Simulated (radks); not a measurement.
Task: The mean radii <r> (bohr) of the occupied orbitals of an atom or ion are listed with their occupations. Calculated with a radial shooting solver on a logarithmic mesh with Libxc functionals: Dirac Kohn-Sham, PBE, spin-unpolarised, spherical densities, point nucleus.

orbital  occ.      <r>
1s1/2       2  0.01966
2s1/2       2  0.08270
2p1/2       2  0.06869
2p3/2       4  0.07618
3s1/2       2   0.2142
3p1/2       2   0.2038
3p3/2       4   0.2172
3d3/2       4   0.1905
3d5/2       6   0.1946
4s1/2       2   0.4414
4p1/2       2   0.4400
4p3/2       4   0.4604
4d3/2     0.4   0.4521
4d5/2     0.6   0.4579

Name the element and its charge. Open shells, if any, are shared by 2j + 1.

Result: Z = 70, ytterbium, charge +33: Yb33+ in [Kr] 4d1. The 1s radius gives Z: for a bare nucleus <r> = (2 gamma + 1)/(2Z) with gamma = sqrt(1 - (Z/c)^2), 0.01942 bohr for Z = 70, and screening makes it slightly larger (0.01966 here). The occupations add up to 37, and the charge is Z minus that.
